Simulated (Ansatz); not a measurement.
Basis-set series for `FB(Cl)O[SiH3]`. The species carries charge 0 and has multiplicity 1. All single points use the PBE0-D4/def2-TZVP geometry. It is one conformer, not always the lowest.

Cartesian coordinates in Å:
```
F 1.127 -0.156 -1.806
B -0.076 -0.547 -1.412
Cl -1.074 -1.410 -2.567
O -0.525 -0.298 -0.180
Si 0.031 0.448 1.196
H -0.887 1.572 1.490
H -0.009 -0.554 2.285
H 1.413 0.944 0.995
```

```tsv
functional	basis	functions	energy (Eh)	HOMO (eV)	LUMO (eV)
PBE0-D4	def2-TZVPP	219	-951.23473	-9.28	-0.21
PBE0-D4	def2-QZVPP	401	-951.26944	-9.31	-0.35
ωB97M-V	def2-TZVPP	219	-951.61777	-11.61	1.43
ωB97M-V	def2-QZVPP	401	-951.65012	-11.64	1.10
```

Give the rows for def2-SVP. (An estimate is asked.)

Computed: 
```csv
functional,basis,functions,energy (Eh),HOMO (eV),LUMO (eV)
PBE0-D4,def2-SVP,93,-950.73196,-9.08,0.32
ωB97M-V,def2-SVP,93,-951.11178,-11.35,2.25
```

Positive LUMOs are unbound and depend on the basis.
